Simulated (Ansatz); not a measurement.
Relaxation of ClFH6NO2STa (13 atoms, charge 0, multiplicity 1), to a largest force component of 0.03 eV/Å in at most 50 steps.

Level of theory: RHF/def2-SVP in Ansatz.

```xyz
13
Properties=species:S:1:pos:R:3
Ta -0.424 0.269 0.242
Cl 2.005 0.657 0.271
N -0.181 -0.046 2.180
H -0.919 -0.429 2.743
H 0.675 0.045 2.694
O -0.309 -0.778 -1.309
H -0.162 -1.612 -1.724
O -0.873 2.020 -0.211
H -0.975 2.909 0.091
F -2.187 -0.316 0.609
S 1.284 -2.941 0.958
H 1.894 -3.631 -0.019
H 2.108 -1.852 0.845
```

Problem. Where does it end, and by what steps?

Solution. The forces met the threshold. After 31 steps the energy has fallen by 0.261 eV; H12 moved furthest, 1.71 Å.

```csv
step,energy less start (eV),largest force component (eV/Å),accepted
0,0.0000,0.894,yes
2,-0.1027,0.267,yes
4,-0.1208,0.126,yes
6,-0.1441,0.195,yes
8,-0.1628,0.433,yes
10,-0.1924,0.632,yes
12,-0.2168,0.464,yes
14,-0.2362,0.320,yes
16,-0.2427,0.176,yes
18,-0.2472,0.284,yes
20,-0.2541,0.172,yes
22,-0.2588,0.171,yes
24,-0.2594,0.105,yes
26,-0.2605,0.067,yes
28,-0.2609,0.060,yes
30,-0.2612,0.043,yes
31,-0.2613,0.021,yes
```

```xyz
13
Properties=species:S:1:pos:R:3
Ta -0.650 0.330 0.579
Cl 1.746 0.375 1.025
N -0.825 0.522 2.537
H -1.722 0.562 2.988
H -0.070 0.573 3.194
O -0.506 -1.349 -0.218
H -0.016 -2.156 -0.322
O -0.524 1.811 -0.555
H -0.251 2.661 -0.855
F -2.539 0.327 0.591
S 2.110 -3.600 -0.344
H 2.524 -3.196 -1.548
H 2.659 -2.567 0.300
```

Whether the end is a true minimum wasn't checked by a vibrational analysis.

Run time: 72 s on 4 threads of Arm Neoverse V2, on a shared host, peak memory 0.48 GiB.
